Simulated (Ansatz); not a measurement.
Ansatz (a quantum-chemistry and plane-wave program) input (BHLYP/def2-TZVPD):

Ansatz 0.2 input:
```yaml
crystal:
  periodic: [false, false, false]
  atoms:
    - {symbol: C, position_ang: [-2.38256365, -0.00941317, 0.17512316]}
    - {symbol: C, position_ang: [-1.07179191, 0.39012302, 0.08427846]}
    - {symbol: C, position_ang: [-0.00505865, -0.48402376, -0.00637799]}
    - {symbol: Cl, position_ang: [1.62069297, 0.06296259, -0.11833539]}
    - {symbol: H, position_ang: [-3.18143663, 0.71408958, 0.24397574]}
    - {symbol: H, position_ang: [-2.65390982, -1.05719620, 0.18047044]}
    - {symbol: H, position_ang: [-0.84544331, 1.45115902, 0.08242589]}
    - {symbol: H, position_ang: [-0.11450544, -1.55853309, -0.01331228]}
basis:
  gaussian:
    orbitals: def2-TZVPD
hamiltonian:
  xc: {name: BHLYP}
magnetization: {spin_polarized: true, initial_magnetization: 1}
output: {forces: true}
```

Output:

```
Functional definition: BHLYP
integrals: 0.10 GiB planned
1219 factors; their error is unknown
mean field: 1.25 GiB planned
mean field evaluation 1: about -15691.4481 eV, gradient 3.1e1 eV
mean field evaluation 2: about -15691.6528 eV, gradient 3.1e1 eV
mean field evaluation 4: about -15696.6782 eV, gradient 1.8e0 eV
mean field evaluation 8: about -15696.7232 eV, gradient 1.5e-1 eV
mean field evaluation 16: about -15696.7948 eV, gradient 8.1e-4 eV
mean field -15696.79479648 eV, -576.8465691011 hartree, gradient 1.8e-5 eV, S^2 0.814949; 0 other end points of the search recorded, 0 dependent functions left out
the calculation of the forces begins
reference -15696.79498295 eV, -576.8465759536 hartree; 20, 19 occupied and 173, 174 virtual orbitals, 1219 factors
Total energy: -15696.79498295 eV, -576.8465759536 hartree
Atom 0 at    -2.382564    -0.009413     0.175123 Å, force     0.066479    -0.014555    -0.005093 eV/Å
Atom 1 at    -1.071792     0.390123     0.084278 Å, force     0.049249     0.009807    -0.003486 eV/Å
Atom 2 at    -0.005059    -0.484024    -0.006378 Å, force    -0.090809    -0.027938     0.006290 eV/Å
Atom 3 at     1.620693     0.062963    -0.118335 Å, force    -0.270317    -0.069015     0.018921 eV/Å
Atom 4 at    -3.181437     0.714090     0.243976 Å, force     0.207024    -0.172109    -0.017628 eV/Å
Atom 5 at    -2.653910    -1.057196     0.180470 Å, force     0.074283     0.260185    -0.001836 eV/Å
Atom 6 at    -0.845443     1.451159     0.082426 Å, force    -0.066428    -0.277618     0.001015 eV/Å
Atom 7 at    -0.114505    -1.558533    -0.013312 Å, force     0.030518     0.291242     0.001817 eV/Å
Dipole moment:    -0.287451    -0.069226     0.020179 e Å
```

It need not be the lowest isomer of its formula.
